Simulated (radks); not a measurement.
Ionisation of the rubidium ion Rb+, [Kr], to [Ar] 3d10 4s2 4p5 as the strength of local exchange is varied. All-electron calculation, non-relativistic Kohn-Sham, Slater X-alpha exchange (alpha = 2/3 is LDA exchange), no correlation, spin-unpolarised, spherical densities, point nucleus; relativity is left out, which matters for an element this heavy. Program: a radial shooting solver on a logarithmic mesh with Libxc functionals.

alpha  E(Rb+) (hartree)  exchange (hartree)  IE (eV)  -e of the level emptied (eV)  <r> of it (bohr)
0.654       -2931.09023           -90.45304   26.058                   20.167 (4p)             1.735
0.666       -2932.75036           -92.16201   26.252                   20.349 (4p)             1.732
0.667       -2932.88875           -92.30450   26.268                   20.364 (4p)             1.731
0.725       -2940.92559          -100.59014   27.219                   21.257 (4p)             1.714
0.751       -2944.53505          -104.31780   27.650                   21.663 (4p)             1.706
0.765       -2946.48032          -106.32844   27.883                   21.883 (4p)             1.702
0.938       -2970.61794          -131.37247   30.843                   24.682 (4p)             1.654
0.978       -2976.22510          -137.21517   31.547                   25.350 (4p)             1.643

NIST Atomic Spectra Database: 27.290 eV (measured). The Delta-SCF value meets it near alpha = 0.73. Relativity is left out here, which matters for elements this heavy. Spin polarisation and multiplet splitting are left out, so open shells lie too high by an amount that depends on their filling.

Beside tabulated values, note that spin-unpolarised runs miss the spin-polarisation part of the exchange energy of open shells.
